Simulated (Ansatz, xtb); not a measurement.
Spectroscopic constants of Ir₂, multiplicity 5 (lowest of 2S+1 = 1, 3, 5, 7 at PBE0/def2-TZVPP; our sources give no spin for the ground state, which may be another). No spin–orbit coupling.

The constants come from a fifth-degree fit in 1/R (seven points, main isotopes). Runs in def2 and cc sets follow the lowest solution found near the PBE0 minimum.

Codes used: Ansatz (Gaussian basis) for Hartree–Fock, density functionals and correlated methods; xtb for the GFN methods. Each number belongs to the level named beside it. In def2 rows elements past Kr take small-core potentials, without spin–orbit coupling. The GFN methods have no spin term and hold the electronic entropy of 300 K.

### Question
What bond length and harmonic frequency does GFN2-xTB give?

### Answer
r_e = 2.271 Å, ω_e = 318 cm⁻¹.

### Question
What bond length and harmonic frequency does B97M-V/def2-TZVPP give?

### Answer
r_e = 2.221 Å, ω_e = 276 cm⁻¹.

### Question
What bond length and harmonic frequency does CAM-B3LYP/def2-TZVPP give?

### Answer
r_e = 2.226 Å, ω_e = 269 cm⁻¹.

Ansatz is a first-principles code.
